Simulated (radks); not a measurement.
Co3+, configuration [Ar] 3d5 4s1 (not the ground configuration).

Calculated with a radial shooting solver on a logarithmic mesh with Libxc functionals: Dirac Kohn-Sham, PBE, spin-unpolarised, spherical densities, finite nucleus; open shells are shared between the two j in proportion to 2j + 1; Fermi nuclear charge, rms radius 3.7875 fm.

Energy parts (hartree):
total: -1390.34878
kinetic: 1411.39424
electron-nucleus: -3292.84080
Hartree: 548.98587
exchange-correlation: -57.88809

Orbitals (lengths in bohr, moments of r in powers of bohr; r(max) is where P^2 peaks):
orbital  occ.  eigenvalue (hartree)      <r>   r(max)     <r^2>   <1/r>
1s1/2       2             -280.7588  0.05619  0.03678  0.004247   27.03
2s1/2       2             -34.85813   0.2553   0.2132   0.07697   5.838
2p1/2       2             -30.47671   0.2228   0.1703   0.06108   5.786
2p3/2       4             -29.93233   0.2260   0.1729   0.06267   5.675
3s1/2       2              -5.48530   0.7611   0.6646    0.6668   1.867
3p1/2       2              -4.16532   0.7879   0.6672    0.7280   1.749
3p3/2       4              -4.09367   0.7965   0.6743    0.7439   1.724
3d3/2       2              -1.94734   0.8902   0.6402    0.9889   1.442
3d5/2       3              -1.93850   0.8935   0.6424    0.9961   1.436
4s1/2       1              -1.28936    2.120    1.892     5.069  0.6256

The highest occupied level is 4s1/2 at -35.085 eV. Summed over all electrons, <r^2> = 16.34 bohr^2, which gives a Langevin (diamagnetic) susceptibility term of -12.9 x 10^-6 cm^3/mol. The density falls to 0.001 e/bohr^3 at r = 3.30 bohr.
